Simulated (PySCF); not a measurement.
**Static response to an electric field**

InEt2(iBu), C₈H₁₉In.
Cartesian coordinates in Å at the PBE0-D3(BJ)/def2-SVP level; atoms count from 1:
```xyz
28
C8H19In angstrom
In     0.363    0.439    0.252
C      2.556    0.411    0.264
C      3.145    0.458    1.672
H      2.913    1.270   -0.328
H      2.890   -0.498   -0.262
H      4.250    0.450    1.662
H      2.844    1.367    2.219
H      2.832   -0.404    2.285
C     -0.728    2.341    0.322
C     -1.240    2.675    1.722
H     -1.573    2.266   -0.383
H     -0.075    3.146   -0.053
H     -1.813    3.619    1.742
H     -1.910    1.892    2.116
H     -0.419    2.790    2.449
C     -0.764   -1.450    0.335
C     -1.214   -1.959   -1.035
C     -0.026   -2.251   -1.945
C     -2.189   -0.998   -1.706
H     -1.640   -1.288    0.987
H     -0.129   -2.202    0.832
H     -1.752   -2.917   -0.889
H      0.531   -1.325   -2.181
H     -0.343   -2.692   -2.904
H      0.685   -2.946   -1.471
H     -1.703   -0.031   -1.930
H     -3.054   -0.785   -1.059
H     -2.569   -1.401   -2.658
```

Level: CAM-B3LYP/def2-SVPD (PySCF), static field, nuclei fixed, core orbitals frozen in the response. The polarisability tensor in these axes (au):

```
x   146.32  -0.67   7.22
y    -0.67 141.32  13.22
z     7.22  13.22 122.20
```

Problem. Give the principal values, the mean and the anisotropy Δα = √{½[(α1 − α2)² + (α2 − α3)² + (α1 − α3)²]}.

Solution. Principal values 114.03, 145.26 and 150.54 au; mean 136.61 au = 20.24 Å³ = 22.52 × 10⁻⁴⁰ C²·m²/J; Δα = 34.18 au (25 % of the mean).

Problem. What is the dipole moment, and where does it point?

Solution. (-0.17, -0.32, -0.19) D, 0.41 D in size, pointing from the negative to the positive side. Measured along this direction, the outermost atoms are H7 and H15 at the negative end and H24 at the positive end.

Problem. Find the Langevin capture rate constant for O2+ (31.990 u) meeting this molecule (230.053 u), k = 2.342 × 10⁻⁹ cm³/s × √(α in Å³ / reduced mass in u).

Solution. The reduced mass is 28.08 u, so k = 1.99 × 10⁻⁹ cm³/s. The formula leaves out the permanent dipole, which adds to the capture rate.

Problem. Form Σ f/ω² (atomic units) for the 10 lowest TDDFT singlets, given as eV and f, and set it beside the mean polarisability, which is this sum over all singlets: 4.19, 0.0017; 4.24, 0.0001; 5.63, 0.1051; 5.73, 0.1034; 6.67, 0.0400; 6.71, 0.0409; 6.74, 0.0277; 6.78, 0.0042; 7.09, 0.1040; 7.13, 0.0692.

Solution. They add up to 9.25 au, 6.8 % of the 136.61 au; the largest single term is 2.45 au, from the state at 5.63 eV. Terms in order: 0.07, 0.00, 2.45, 2.33, 0.66, 0.67, 0.45, 0.07, 1.53, 1.01 au. Higher excitations give the rest. The strengths listed sum to 0.496.

Problem. Along which axes do the principal values lie, and how far do the nuclei extend along each?

Solution. Largest value along (0.67, 0.59, 0.45), where the nuclei span 7.60 Å; middle along (0.71, -0.68, -0.17), 6.79 Å; least along (-0.21, -0.43, 0.88), 3.21 Å. The response follows the extents in order.

Isolated species at its PBE0-D3(BJ)/def2-SVP geometry (one conformer only). Atoms past krypton carry effective core potentials; spin–orbit coupling is left out.
